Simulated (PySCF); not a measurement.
Job file and geometry (Å, from GFN2-xTB) of an NMR shielding run on SMILES C=CC1=C(F)CCP1C, C$_{7}$H$_{10}$FP, PySCF, GIAO PBE0/pcSseg-1 NMR shielding, non-relativistic, gas phase; density fitting, a coarse starting grid and PySCF grid level 2 are the driver's defaults:

```
{"job": {"kind": "nmr", "xc": "PBE0", "basis": "pcSseg-1"}, "charge": 0, "multiplicity": 1}
C      2.215863     1.957078     0.063034
C      1.843194     0.925648    -0.684845
C      0.792311     0.013175    -0.299009
C      0.380984    -1.051148    -0.995130
F      0.906818    -1.406388    -2.187263
C     -0.725717    -1.904910    -0.472184
C     -0.928392    -1.496715     0.987746
P     -0.165742     0.195029     1.259866
C     -1.528815     1.249714     0.565113
H      1.739265     2.150781     1.012231
H      3.001377     2.628475    -0.236576
H      2.321485     0.722276    -1.635127
H     -1.628429    -1.738160    -1.068926
H     -0.467209    -2.962122    -0.568437
H     -0.406373    -2.190849     1.650692
H     -1.978293    -1.487395     1.281306
H     -1.910818     0.843135    -0.369150
H     -2.330943     1.310629     1.298582
H     -1.140369     2.250996     0.390615
```

Q: What does the program print?

A: 
```
coarse grid: 16512 points
cycle   1  E = -713.1771215370  dE =  1.233e+00  |g| = 5.906e-01  |ddm| = 4.166e+00
cycle   2  E = -713.1085668843  dE =  6.855e-02  |g| = 8.175e-01  |ddm| = 1.133e+00
cycle   3  E = -713.2501353983  dE = -1.416e-01  |g| = 1.397e-01  |ddm| = 7.360e-01
cycle   4  E = -713.2548238944  dE = -4.688e-03  |g| = 5.116e-02  |ddm| = 2.118e-01
cycle   5  E = -713.2554591125  dE = -6.352e-04  |g| = 1.295e-02  |ddm| = 7.133e-02
cycle   6  E = -713.2554928354  dE = -3.372e-05  |g| = 4.197e-03  |ddm| = 1.588e-02
cycle   7  E = -713.2554966993  dE = -3.864e-06  |g| = 1.062e-03  |ddm| = 4.970e-03
final grid: 155712 points
cycle   8  E = -713.3173416326  dE = -4.258e-05  |g| = 9.854e-03  |ddm| = 4.376e-02
cycle   9  E = -713.3173274504  dE =  1.418e-05  |g| = 1.291e-02  |ddm| = 2.151e-02
cycle  10  E = -713.3173653347  dE = -3.788e-05  |g| = 1.544e-03  |ddm| = 1.323e-02
cycle  11  E = -713.3173657574  dE = -4.227e-07  |g| = 3.047e-04  |ddm| = 1.603e-03
cycle  12  E = -713.3173657740  dE = -1.651e-08  |g| = 1.397e-04  |ddm| = 3.946e-04
cycle  13  E = -713.3173657787  dE = -4.699e-09  |g| = 4.159e-05  |ddm| = 1.841e-04
cycle  14  E = -713.3173657791  dE = -4.211e-10  |g| = 1.133e-05  |ddm| = 6.630e-05
converged SCF energy = -713.3173657791

GIAO shielding tensors (ppm)
atom      isotropic    diamagn.    paramagn.     s11        s22        s33       span
  0 C       62.829     256.284    -193.456    -39.756     67.697    160.545    200.301
  1 C       51.543     248.888    -197.345    -65.840     50.673    169.797    235.637
  2 C       59.340     268.651    -209.310    -22.005     67.123    132.902    154.907
  3 C       16.120     250.588    -234.468    -59.848     48.335     59.874    119.722
  4 F      274.346     475.902    -201.556    142.111    264.981    415.947    273.836
  5 C      152.129     252.019     -99.891    119.819    157.182    179.386     59.567
  6 C      166.071     255.014     -88.944    156.555    165.945    175.712     19.156
  7 P      356.165     967.459    -611.294    290.491    347.989    430.016    139.525
  8 C      171.550     253.065     -81.514    155.761    172.454    186.437     30.676
  9 H       26.028      32.985      -6.957     23.119     23.703     31.263      8.144
 10 H       26.229      28.040      -1.810     24.311     24.958     29.419      5.109
 11 H       24.651      30.494      -5.842     22.005     23.623     28.326      6.321
 12 H       28.410      30.508      -2.098     24.921     26.527     33.781      8.860
 13 H       28.925      29.272      -0.347     23.969     27.481     35.325     11.356
 14 H       29.654      31.471      -1.818     24.103     27.730     37.128     13.024
 15 H       30.363      31.537      -1.174     26.579     27.878     36.633     10.055
 16 H       30.526      32.408      -1.882     25.723     30.305     35.549      9.826
 17 H       30.837      30.518       0.319     26.675     27.227     38.608     11.933
 18 H       30.321      31.371      -1.049     25.433     28.739     36.792     11.358
```

Size and cost of the density-fitted run: 210 basis functions, 37 s wall time on 1 thread of an x86-64 server CPU, shared host.
